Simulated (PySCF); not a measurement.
Species: C7H11BN2.
Atom-mapped SMILES: `[CH3:1][B:2]([CH3:3])[c:4]1[cH:5][n:6][c:7]([CH3:8])[cH:9][n:10]1` (hydrogens: H11, H12, H13 on C1; H14, H15, H16 on C3; H17 on C5; H18, H19, H20 on C8; H21 on C9)

Computed by this run: PBE0-D3(BJ)/def2-SVP geometry optimisation, gas phase (PySCF 2.14.0); density fitting, grid level 2; the optimiser is geomeTRIC in internal coordinates, started from a GFN2-xTB structure.

Step 2: E = -11074.1222 eV
```
atom  x, y, z in Å  |  force x, y, z in eV/Å
C1     -2.8330   -0.9974    0.0535   -0.009  -0.026   0.038
B2     -1.8872    0.2555    0.1534    0.015  -0.003   0.017
C3     -2.4479    1.7029    0.3477   -0.031   0.033  -0.054
C4     -0.3197    0.0715    0.0648   -0.028   0.025   0.009
C5      0.2891   -1.1273   -0.3320    0.028  -0.013   0.043
N6      1.6076   -1.2846   -0.4353   -0.025   0.015  -0.012
C7      2.3681   -0.2388   -0.1192    0.023  -0.014  -0.026
C8      3.8523   -0.3801   -0.2383    0.017   0.003   0.027
C9      1.7732    0.9670    0.3032   -0.013  -0.028  -0.002
N10     0.4660    1.1253    0.3803    0.012  -0.004  -0.028
H11    -2.4285   -1.9046    0.5298   -0.008   0.000  -0.014
H12    -2.9533   -1.2453   -1.0191    0.011   0.027  -0.013
H13    -3.8448   -0.8098    0.4427    0.005   0.003  -0.002
H14    -3.5192    1.8093    0.1219    0.007  -0.003   0.003
H15    -1.8634    2.4649   -0.1899    0.010  -0.008   0.019
H16    -2.3124    1.9502    1.4186    0.002  -0.026   0.018
H17    -0.3236   -2.0017   -0.5788    0.004   0.005  -0.012
H18     4.2488    0.2754   -1.0303   -0.007   0.003  -0.002
H19     4.1022   -1.4192   -0.4861   -0.007   0.003   0.003
H20     4.3573   -0.0993    0.6988    0.004   0.004  -0.001
H21     2.4034    1.8223    0.5785   -0.007   0.004  -0.009
```

Step 3: E = -11074.1257 eV
```
atom  x, y, z in Å  |  force x, y, z in eV/Å
C1     -2.8421   -0.9915    0.0301    0.043   0.018   0.042
B2     -1.8882    0.2530    0.1617   -0.052  -0.010   0.003
C3     -2.4489    1.6984    0.3740    0.035  -0.023  -0.046
C4     -0.3217    0.0672    0.0741    0.088   0.006  -0.058
C5      0.2922   -1.1371   -0.3005   -0.023  -0.035   0.074
N6      1.6102   -1.2981   -0.4014    0.044   0.001  -0.023
C7      2.3735   -0.2440   -0.1215   -0.055   0.038  -0.016
C8      3.8601   -0.3796   -0.2302   -0.060  -0.017   0.006
C9      1.7727    0.9738    0.2549    0.010   0.030   0.066
N10     0.4666    1.1309    0.3467   -0.003   0.006  -0.039
H11    -2.4493   -1.9183    0.4758   -0.005  -0.009  -0.006
H12    -2.9542   -1.1960   -1.0520   -0.011   0.003  -0.035
H13    -3.8545   -0.8054    0.4173   -0.005  -0.003   0.004
H14    -3.5156    1.8150    0.1339    0.001   0.001   0.002
H15    -1.8473    2.4707   -0.1274    0.003   0.004   0.009
H16    -2.3294    1.9067    1.4548   -0.020   0.004   0.044
H17    -0.3181   -2.0175   -0.5266   -0.020  -0.025  -0.016
H18     4.2509    0.2487   -1.0462    0.006   0.002  -0.012
H19     4.1180   -1.4250   -0.4376    0.003  -0.018  -0.005
H20     4.3614   -0.0588    0.6957   -0.006   0.004   0.006
H21     2.3986    1.8435    0.4887    0.026   0.023   0.000
```

Question: Estimate the geometry and energy of step 4. (The exact step hangs on the optimiser's Hessian estimate; all steps are aligned on step 3, rigid shifts and turns removed.)

Answer: E = -11074.1289 eV, largest force 0.117 eV/Å
```
atom  x, y, z in Å  |  force x, y, z in eV/Å
C1     -2.8371   -0.9880   -0.0076    0.062   0.057   0.020
B2     -1.8843    0.2516    0.1685   -0.061   0.038  -0.008
C3     -2.4505    1.6900    0.4107    0.071  -0.071   0.003
C4     -0.3174    0.0737    0.0820    0.051  -0.040  -0.089
C5      0.2930   -1.1461   -0.2481    0.021   0.089   0.072
N6      1.6108   -1.3035   -0.3490    0.007  -0.025  -0.005
C7      2.3707   -0.2350   -0.1204    0.068  -0.042  -0.018
C8      3.8555   -0.3897   -0.2224   -0.040   0.053  -0.007
C9      1.7751    1.0020    0.1964   -0.046  -0.076   0.036
N10     0.4692    1.1527    0.2943   -0.071   0.025  -0.019
H11    -2.4502   -1.9379    0.3906   -0.004  -0.011   0.001
H12    -2.9425   -1.1312   -1.1006   -0.031  -0.019  -0.029
H13    -3.8505   -0.8152    0.3822   -0.014  -0.010   0.010
H14    -3.5099    1.8174    0.1477   -0.011   0.013  -0.002
H15    -1.8296    2.4800   -0.0348   -0.002   0.011  -0.004
H16    -2.3618    1.8427    1.5046   -0.045   0.025   0.038
H17    -0.3160   -2.0355   -0.4400   -0.014  -0.019   0.002
H18     4.2474    0.1908   -1.0726    0.030   0.001  -0.012
H19     4.1038   -1.4469   -0.3737   -0.002  -0.015  -0.005
H20     4.3608   -0.0228    0.6837    0.004   0.009   0.009
H21     2.3983    1.8871    0.3727    0.027   0.007   0.008
```

The energy changes by -0.0032 eV. The first-order estimate −F·Δx gives -0.0063 eV and the mean of the old and new forces, exact on a quadratic surface, -0.0029 eV. The step makes an angle of 85° with the force vector and moves no atom by more than 0.124 Å.

The cost below is that of the whole optimisation. Hardware: one thread, Arm Neoverse V2 (aarch64), no GPU (shared host). Cost: 3.6 min, 0.89 GiB resident at most.
